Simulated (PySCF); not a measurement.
F$_{5}$V, charge -1, doublet, geometry from GFN2-xTB (such geometries of metal compounds can be far from the true shape) (the multiplicity is a formal guess) (in this run its highest filled SCF level lies above zero, so its values depend strongly on the basis, on diffuse functions most of all); PySCF with B3LYP/STO-3G.

Here is a job for PySCF.
```python
from pyscf import gto, scf, dft

mol = gto.M(
    atom='''
V    -0.044001    0.016631    0.057167
F     1.150695   -0.707214    1.225068
F    -1.273355    0.753575   -1.065708
F     0.308927    1.530622    0.649151
F     1.021446   -0.386073   -1.327064
F    -1.095265   -1.233412    0.372460
''',
    basis='sto-3g',
    charge=-1,
    spin=1,
    verbose=4,
)

mf = dft.UKS(mol)
mf.xc = 'b3lyp'
mf.grids.atom_grid = (30, 110)
mf.kernel()
mf.analyze()
```

The log (banner, timings and long lists left out):

```
PySCF version 2.14.0

[INPUT] verbose = 4
[INPUT] num. atoms = 6
[INPUT] num. electrons = 69
[INPUT] charge = -1
[INPUT] spin (= nelec alpha-beta = 2S) = 1
[INPUT] symmetry False subgroup None
[INPUT] Mole.unit = angstrom
[INPUT] Symbol           X                Y                Z      unit          X                Y                Z       unit  Magmom
[INPUT]  1 V     -0.044001000000   0.016631000000   0.057167000000 AA   -0.083149839207   0.031428035178   0.108029973363 Bohr   0.0
[INPUT]  2 F      1.150695000000  -0.707214000000   1.225068000000 AA    2.174498402906  -1.336440771458   2.315043003969 Bohr   0.0
[INPUT]  3 F     -1.273355000000   0.753575000000  -1.065708000000 AA   -2.406292209346   1.424050364319  -2.013896248758 Bohr   0.0
[INPUT]  4 F      0.308927000000   1.530622000000   0.649151000000 AA    0.583787422484   2.892456380234   1.226717603488 Bohr   0.0
[INPUT]  5 F      1.021446000000  -0.386073000000  -1.327064000000 AA    1.930253191032  -0.729572234089  -2.507787509770 Bohr   0.0
[INPUT]  6 F     -1.095265000000  -1.233412000000   0.372460000000 AA   -2.069750883822  -2.330810878752   0.703847392356 Bohr   0.0

nuclear repulsion = 471.817852579099
number of shells = 23
number of NR pGTOs = 129
number of NR cGTOs = 43
basis = sto-3g
ecp = {}

******** <class 'pyscf.dft.uks.UKS'> ********
method = UKS
initial guess = minao
damping factor = 0
level_shift factor = 0
DIIS = <class 'pyscf.scf.diis.CDIIS'>
diis_start_cycle = 1
diis_space = 8
diis_damp = 0
SCF conv_tol = 1e-09
SCF conv_tol_grad = None
SCF max_cycles = 50
direct_scf = True
direct_scf_tol = 1e-13
number electrons alpha = 35  beta = 34
XC library pyscf.dft.libxc version 7.1.2
    S. Lehtola, C. Steigemann, M. J. T. Oliveira, and M. A. L. Marques,  SoftwareX 7, 1–5 (2018)
XC functionals = b3lyp
    P. J. Stephens, F. J. Devlin, C. F. Chabalowski, and M. J. Frisch,  J. Phys. Chem. 98, 11623 (1994)
radial grids:
    Treutler-Ahlrichs [JCP 102, 346 (1995); DOI:10.1063/1.469408] (M4) radial grids

becke partition: Becke, JCP 88, 2547 (1988); DOI:10.1063/1.454033
pruning grids: <function nwchem_prune>
grids dens level: 3
symmetrized grids: False
atomic radii adjust function: <function treutler_atomic_radii_adjust>
User specified grid scheme (30, 110)
small_rho_cutoff = 0
Set gradient conv threshold to 3.16228e-05
tot grids = 14728
init E= -1425.31467493061

cycle= 1 E= -1426.03958912838  delta_E= -0.725  |g|= 0.611  |ddm|= 2.44
cycle= 2 E= -1422.39666411622  delta_E= 3.64  |g|= 2.98  |ddm|= 2.73
cycle= 3 E= -1426.25526879831  delta_E= -3.86  |g|= 0.31  |ddm|= 2.02
cycle= 4 E= -1426.29747134739  delta_E= -0.0422  |g|= 0.105  |ddm|= 0.352
cycle= 5 E= -1426.30557641772  delta_E= -0.00811  |g|= 0.0126  |ddm|= 0.154
cycle= 6 E= -1426.30566127586  delta_E= -8.49e-05  |g|= 0.00433  |ddm|= 0.0171
cycle= 7 E= -1426.30567629027  delta_E= -1.5e-05  |g|= 0.000776  |ddm|= 0.00712
cycle= 8 E= -1426.30567683527  delta_E= -5.45e-07  |g|= 0.000136  |ddm|= 0.00136
cycle= 9 E= -1426.30567686776  delta_E= -3.25e-08  |g|= 7.55e-05  |ddm|= 0.000492
cycle= 10 E= -1426.30567687118  delta_E= -3.42e-09  |g|= 2.24e-05  |ddm|= 0.000105
cycle= 11 E= -1426.30567687172  delta_E= -5.49e-10  |g|= 7.29e-06  |ddm|= 5.16e-05
Extra cycle  E= -1426.30567687192  delta_E= -1.96e-10  |g|= 8.76e-06  |ddm|= 4.92e-05
converged SCF energy = -1426.30567687192  <S^2> = 0.75227826  2S+1 = 2.002277
**** SCF Summaries ****
Total Energy =                       -1426.305676871920241
Nuclear Repulsion Energy =             471.817852579099053
One-electron Energy =                -2935.542646210309158
Two-electron Energy =                 1037.419116759289864
Two-electron Coulomb Energy =         1135.911835778153772
DFT Exchange-Correlation Energy =      -98.492719018863852
**** MO energy ****
                             alpha | beta                alpha | beta
MO #1   energy= -194.751133521757  | -194.751118250353  occ= 1 | 1
MO #2   energy= -24.0668221037207  | -24.06713880012    occ= 1 | 1
MO #3   energy= -24.0664641706651  | -24.0667799003516  occ= 1 | 1
MO #4   energy= -23.9933938882701  | -23.9930031617648  occ= 1 | 1
MO #5   energy= -23.9429903673246  | -23.942452581298   occ= 1 | 1
MO #6   energy= -23.9425388826695  | -23.9420023091304  occ= 1 | 1
MO #7   energy= -21.7795267611302  | -21.7769450027965  occ= 1 | 1
MO #8   energy= -18.6473121141825  | -18.6467056354945  occ= 1 | 1
MO #9   energy= -18.6389151559658  | -18.6357912073705  occ= 1 | 1
MO #10  energy= -18.6383522359057  | -18.6352324636757  occ= 1 | 1
MO #11  energy= -2.43597712884549  | -2.3994935399489   occ= 1 | 1
MO #12  energy= -1.50299967730051  | -1.49014893738812  occ= 1 | 1
MO #13  energy= -1.48413927486974  | -1.43146157205542  occ= 1 | 1
MO #14  energy= -1.47719661202995  | -1.42470626089892  occ= 1 | 1
MO #15  energy= -0.794958949833198 | -0.795455265037076 occ= 1 | 1
MO #16  energy= -0.77142447921425  | -0.772240609916583 occ= 1 | 1
MO #17  energy= -0.725270981046881 | -0.723263755960625 occ= 1 | 1
MO #18  energy= -0.700152064855281 | -0.69794370869098  occ= 1 | 1
MO #19  energy= -0.687236520186696 | -0.684471443476409 occ= 1 | 1
MO #20  energy= -0.0569216456638474 | -0.0543437095799036 occ= 1 | 1
MO #21  energy= -0.02434695703853  | -0.0223243785464888 occ= 1 | 1
MO #22  energy= -0.00777541763590161 | -0.0069478004304484 occ= 1 | 1
MO #23  energy= -0.00704926825446792 | -0.0047754024703619 occ= 1 | 1
MO #24  energy= -0.000989642654594558 | 0.00193061347200885 occ= 1 | 1
MO #25  energy= 0.0150033659750263 | 0.0138095057072261 occ= 1 | 1
MO #26  energy= 0.022632002915778  | 0.0246634337200337 occ= 1 | 1
MO #27  energy= 0.0266211619465442 | 0.0289945773464755 occ= 1 | 1
MO #28  energy= 0.0466650026322042 | 0.0673501695090556 occ= 1 | 1
MO #29  energy= 0.0761526873049129 | 0.0756305862432469 occ= 1 | 1
MO #30  energy= 0.110915155011423  | 0.11489949666562   occ= 1 | 1
MO #31  energy= 0.113339126614979  | 0.121218209659949  occ= 1 | 1
MO #32  energy= 0.121790428104398  | 0.121860671549424  occ= 1 | 1
MO #33  energy= 0.122255474282709  | 0.124255168437331  occ= 1 | 1
MO #34  energy= 0.123983601023461  | 0.131161129689756  occ= 1 | 1
MO #35  energy= 0.292424471374137  | 0.43857683201582   occ= 1 | 0
MO #36  energy= 0.417855580449751  | 0.443212326992442  occ= 0 | 0
MO #37  energy= 0.427584138404737  | 0.449780193842852  occ= 0 | 0
MO #38  energy= 0.432039682240459  | 0.464888929808297  occ= 0 | 0
MO #39  energy= 0.586800370943239  | 0.601565226862541  occ= 0 | 0
MO #40  energy= 0.625024860480964  | 0.631485946507001  occ= 0 | 0
MO #41  energy= 0.738821462264033  | 0.751419873991916  occ= 0 | 0
MO #42  energy= 0.806335380680371  | 0.811138920183604  occ= 0 | 0
MO #43  energy= 0.814445735784297  | 0.824798595513861  occ= 0 | 0

To work with the spin densities directly, `use mulliken_meta_spin()` only printing them here.

 ** Mulliken spin pop alpha/beta on meta-lowdin orthogonal AOs **
 ** Mulliken Spin Density (per AO)  **
spin_pop of  0 V 1s        0.00000
spin_pop of  0 V 2s       -0.00000
spin_pop of  0 V 3s        0.00011
spin_pop of  0 V 4s        0.00705
spin_pop of  0 V 2px      -0.00000
spin_pop of  0 V 2py      -0.00000
spin_pop of  0 V 2pz      -0.00000
spin_pop of  0 V 3px       0.00003
spin_pop of  0 V 3py       0.00001
spin_pop of  0 V 3pz       0.00003
spin_pop of  0 V 4px       0.00216
spin_pop of  0 V 4py       0.00167
spin_pop of  0 V 4pz       0.00227
spin_pop of  0 V 3dxy      0.14866
spin_pop of  0 V 3dyz      0.04242
spin_pop of  0 V 3dz^2     0.62886
spin_pop of  0 V 3dxz      0.03102
spin_pop of  0 V 3dx2-y2    0.09932
spin_pop of  1 F 1s        0.00000
spin_pop of  1 F 2s        0.00027
spin_pop of  1 F 2px       0.01079
spin_pop of  1 F 2py      -0.00347
spin_pop of  1 F 2pz       0.01719
spin_pop of  2 F 1s        0.00000
spin_pop of  2 F 2s        0.00027
spin_pop of  2 F 2px       0.00702
spin_pop of  2 F 2py      -0.00434
spin_pop of  2 F 2pz       0.02189
spin_pop of  3 F 1s        0.00000
spin_pop of  3 F 2s        0.00001
spin_pop of  3 F 2px      -0.00390
spin_pop of  3 F 2py      -0.00789
spin_pop of  3 F 2pz      -0.00324
spin_pop of  4 F 1s        0.00000
spin_pop of  4 F 2s        0.00033
spin_pop of  4 F 2px       0.00973
spin_pop of  4 F 2py       0.00069
spin_pop of  4 F 2pz       0.00613
spin_pop of  5 F 1s        0.00000
spin_pop of  5 F 2s        0.00001
spin_pop of  5 F 2px      -0.00348
spin_pop of  5 F 2py      -0.00826
spin_pop of  5 F 2pz      -0.00334
 ** Mulliken Spin Density (per atom)  **
spin density of  0 V =      0.96359
spin density of  1 F =      0.02478
spin density of  2 F =      0.02485
spin density of  3 F =     -0.01503
spin density of  4 F =      0.01687
spin density of  5 F =     -0.01507
 ** Mulliken pop alpha/beta on meta-lowdin orthogonal AOs **
 ** Mulliken pop       alpha | beta **
In total            35.00000 | 34.00000
 ** Mulliken atomic charges   ( Nelec_alpha | Nelec_beta ) **
charge of  0V =      0.91270  (    11.52545     10.56185 )
charge of  1F =     -0.43709  (     4.73093      4.70616 )
charge of  2F =     -0.43709  (     4.73097      4.70612 )
charge of  3F =     -0.33382  (     4.65940      4.67442 )
charge of  4F =     -0.37084  (     4.69386      4.67699 )
charge of  5F =     -0.33386  (     4.65939      4.67446 )

WARN: System has nonzero charge -1; the dipole moment is origin-dependent.
Location of origin: [0. 0. 0.]

Dipole moment(X, Y, Z, Debye): -0.49734,  0.18740,  0.64660
```
